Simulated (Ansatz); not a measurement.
Cost and result up the ladder for SnCl2(pyrrolidide)2 (C₈H₁₆Cl₂N₂Sn) (29 atoms). The state is a singlet with charge 0. Geometry: PBE-D4/def2-SVP.

```xyz
29

Sn   -0.292    0.166    1.241
Cl   -1.823   -0.457    2.961
Cl    1.247    1.741    2.178
N    -1.081    1.116   -0.380
C    -1.485    2.523   -0.329
C    -1.862    2.814   -1.800
C    -2.270    1.430   -2.383
C    -2.084    0.440   -1.208
H    -0.660    3.156    0.055
H    -2.375    2.689    0.328
H    -0.990    3.224   -2.345
H    -2.676    3.562   -1.866
H    -3.311    1.413   -2.761
H    -1.607    1.152   -3.226
H    -3.058    0.300   -0.675
H    -1.726   -0.563   -1.521
N     0.537   -1.591    0.563
C     1.698   -1.415   -0.326
C     2.948   -1.393    0.590
C     2.493   -2.149    1.871
C     1.016   -2.529    1.589
H     1.586   -0.517   -0.969
H     1.735   -2.298   -1.008
H     3.222   -0.346    0.834
H     3.825   -1.862    0.103
H     3.113   -3.044    2.083
H     2.560   -1.487    2.758
H     0.958   -3.557    1.159
H     0.362   -2.518    2.484
```

Ansatz on 2 threads of AMD EPYC 7R13 on a shared host and a share (18 GiB) of an NVIDIA H100 80GB HBM3. Times are rough, and most runs start from the orbitals of an earlier one. PBE0-D4/def2-TZVP serves as the yardstick here, not as an exact answer. Differences are given only for rows in sets of like size (and for xTB, whose basis is part of the method), since another set adds its own error. Binding counts from free atoms at the same level (Sn triplet, Cl doublet, N quartet, C triplet, H doublet; other spins of the atoms weren't run), without zero-point energy or a counterpoise term.

In the def2 sets Sn takes a core potential; there is no spin–orbit coupling. HSE06 is defined as in plane-wave codes, on full-range PBE exchange. Correlated methods freeze 24 core orbitals; core or outer-core shells of Sn are correlated, in sets that lack core-valence functions. The rows differ in basis, and correlated rows in double-zeta sets carry the largest basis error. Single mean-field runs in def2-TZVP are fitted with def2-universal-jkfit.

Correlated methods converge slowly with the basis, most of all in double-zeta sets.

| level | functions | wall time |
| --- | --- | --- |
| HSE06-D4/def2-TZVP | 530 | 3.7 s |
| PBE0-D4/def2-SVP | 282 | 4 s |
| r2SCANh-D4/def2-TZVP | 530 | 4.3 s |
| PBE-D4/def2-TZVP (with forces) | 530 | 4.4 s |
| MP2/def2-TZVP | 530 | 4.5 s |
| r2SCAN-D4/def2-TZVP | 530 | 4.7 s |
| B97M-V/def2-TZVP | 530 | 5.5 s |
| PBE-D4/def2-SVP | 282 | 6 s |
| PBE0-D4/def2-TZVP (with forces) | 530 | 6.5 s |
| CCSD(T)/def2-SVP | 282 | 13 s |

(1) Estimate what each level gives for the binding energy per atom (eV).

## Answers

(1) 
| level | binding energy per atom (eV) | difference from PBE0-D4/def2-TZVP (eV) |
| --- | --- | --- |
| HSE06-D4/def2-TZVP | 4.12 | 0.00 |
| PBE0-D4/def2-SVP | 4.16 | – |
| r2SCANh-D4/def2-TZVP | 4.06 | -0.06 |
| PBE-D4/def2-TZVP (with forces) | 4.19 | 0.07 |
| MP2/def2-TZVP | 4.00 | -0.12 |
| r2SCAN-D4/def2-TZVP | 4.08 | -0.03 |
| B97M-V/def2-TZVP | 4.08 | -0.03 |
| PBE-D4/def2-SVP | 4.23 | – |
| PBE0-D4/def2-TZVP (with forces) | 4.12 | 0.00 |
| CCSD(T)/def2-SVP | 3.89 | – |
